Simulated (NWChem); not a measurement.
Species: SiH2O2BrF; SMILES O[Si](F)(Br)O

```xyz
7

O      1.3348     1.3038     0.8680
Si     0.0152     0.8143     0.0107
O      0.0886     1.4910    -1.4990
F     -1.3717     1.2797     0.7284
Br    -0.0055    -1.3957    -0.0074
H      1.6239     2.2136     0.6730
H     -0.6881     1.3599    -2.0706
```
Atoms are numbered in this order, from 1.

Computed with NWChem. All runs use the structure optimised with PBE-D3(BJ)/def2-SVP.

Order these by “orbital gap (eV)”, lowest first: PBE0/def2-SVP; PBE0/STO-3G; PBE0/pcseg-1; PBE0/pcseg-2; PBE0/aug-pcseg-1.

PBE0/aug-pcseg-1 (8.09), PBE0/pcseg-2 (8.50), PBE0/pcseg-1 (8.80), PBE0/def2-SVP (8.97), PBE0/STO-3G (9.53)
